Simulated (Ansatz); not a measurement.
Harmonic frequencies (cm⁻¹) at PBE0-D4/def2-TZVP from Ansatz: 70, 88, 136, 233, 358, 394, 510, 584, 643, 744, 862, 1009, 1059, 1247, 1469, 1566, 1987, 2513, 2584, 3613, 3704.

Each molecule was computed in one conformer, which needn't be the lowest.

(1) Which molecule is it?
A. `OB[NH][AlH2]`
B. `B[O][AlH][NH2]`
C. `C=[C]1[O][Al]1[OH]`
D. `FB1OC=CO1`

Results:

(1) B.
